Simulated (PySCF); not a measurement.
Potential energy of AsN along the bond

Set-up: basis As aug-cc-pVDZ-PP with ECP10, N aug-cc-pVDZ; scalar-relativistic core potentials; PySCF 2.14. Energies in eV from As + N in their ground configurations at the same level. State: triplet, unpaired electrons π ↑↑, a mixture of terms (⟨Lz²⟩ = 2.0), a second solution, started from another occupation.

All columns are PBE0. A positive dipole means As(−)N(+).

| R (Å) | E (eV) | μ (D) | Mulliken charge on As (basis-dependent) | HOMO (eV) | LUMO (eV) | Mayer bond order | ⟨S²⟩ |
| --- | --- | --- | --- | --- | --- | --- | --- |
| 1.386 | 2.630 | -1.27 | 0.35 | -4.97 | -6.56 | 1.63 | 2.01 |
| 1.451 | 0.854 | -1.47 | 0.39 | -5.18 | -6.19 | 1.61 | 2.01 |
| 1.515 | -0.353 | -1.65 | 0.43 | -5.40 | -5.86 | 1.60 | 2.01 |
| 1.564 | -0.975 | -1.77 | 0.45 | -5.55 | -5.64 | 1.60 | 2.01 |
| 1.612 | -1.408 | -1.88 | 0.47 | -5.70 | -5.44 | 1.61 | 2.01 |
| 1.660 | -1.691 | -1.98 | 0.49 | -5.85 | -5.26 | 1.62 | 2.01 |
| 1.725 | -1.885 | -2.09 | 0.50 | -6.04 | -5.05 | 1.63 | 2.02 |
| 1.805 | -1.918 | -2.16 | 0.49 | -6.24 | -4.83 | 1.61 | 2.08 |
| 1.902 | -1.780 | -2.09 | 0.45 | -6.42 | -4.61 | 1.45 | 2.28 |
| 2.031 | -1.471 | -1.97 | 0.39 | -6.60 | -4.37 | 1.24 | 2.55 |

⟨S²⟩ of the unrestricted solution departs from its pure value on part of the curve, where spin states mix. Spin–orbit coupling is left out.

At some distances an empty level lies below a filled one, because the occupation is held.
